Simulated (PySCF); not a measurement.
## Correlation energy of B⁺ (boron, charge +1)

[He] 2s1 2p1, high-spin 3P determinant (an excited configuration). Calculation: PySCF 2.14, in x2c-QZVPPall (7s4p3d2f1g, 57 functions); scalar relativity by spin-free X2C-1e. Frozen: 1s2; 2 electrons correlated.

With two correlated electrons CCSD is exact within the correlated space (frozen core and kept virtual orbitals).

```
level  correlation energy (mhartree)
 CCSD                          -5.08
```

Diagnostics: T1 = 0.0020, D1 = 0.0035, largest double amplitude 0.028.

Cost of the coupled-cluster step: of the order of 1.2 core-seconds, for 2 correlated electrons.

The basis was made for the ground configuration and has no added diffuse functions, which can raise the energy of the promoted electron.
